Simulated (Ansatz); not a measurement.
Frontier orbitals of CHFO2Sn.

```json
{"atom": "O1", "x (Å)": "-2.258", "y (Å)": "-0.385", "z (Å)": "-0.431"}
{"atom": "C2", "x (Å)": "-1.214", "y (Å)": "-0.817", "z (Å)": "-0.230"}
{"atom": "O3", "x (Å)": "-0.172", "y (Å)": "-1.297", "z (Å)": "-0.017"}
{"atom": "Sn4", "x (Å)": "1.894", "y (Å)": "0.411", "z (Å)": "-0.100"}
{"atom": "F5", "x (Å)": "0.340", "y (Å)": "1.382", "z (Å)": "-0.815"}
{"atom": "H6", "x (Å)": "1.410", "y (Å)": "0.706", "z (Å)": "1.592"}
```

Charge 0, multiplicity 1. Correlated methods include outer-core shells of Sn, which these sets cover unevenly. Sn takes the def2 core potential. The bonds changed during the relaxation, so this is another structure than the one it started from. Geometry: relaxed with PBE0-D4/def2-TZVP. Basis def2-TZVPP, Ansatz 0.2.0.

| functional | HOMO (eV) | LUMO (eV) |
| --- | --- | --- |
| ωB97X-V | -9.08 | -0.34 |

**Question.** Give HOMO and LUMO (eV) with LDA (SPW92), PBE, revPBE, BLYP, r2SCAN, B97M-V, PBE0, B3LYP, r2SCANh, r2SCAN0, HSE06 (plane-wave form), BHLYP, CAM-B3LYP, LC-ωPBE, ωB97M-V, HF. (An estimate is asked.)

**Answer.** Ansatz gave: 
```
             functional   HOMO   LUMO
            LDA (SPW92)  -5.96  -3.37
                    PBE  -5.81  -3.06
                 revPBE  -5.75  -2.94
                   BLYP  -5.72  -3.00
                 r2SCAN  -6.09  -2.90
                 B97M-V  -6.01  -2.97
                   PBE0  -6.89  -2.32
                  B3LYP  -6.75  -2.57
                r2SCANh  -6.49  -2.63
                r2SCAN0  -7.08  -2.22
HSE06 (plane-wave form)  -6.49  -2.68
                  BHLYP  -7.87  -1.57
              CAM-B3LYP  -8.18  -1.39
                LC-ωPBE  -9.37  -0.22
                ωB97M-V  -8.98  -0.53
                     HF  -9.22   0.49
```

B3LYP here is the variant with VWN-RPA as its local correlation; programs differ in this. LC-ωPBE has ω = 0.4 bohr⁻¹.
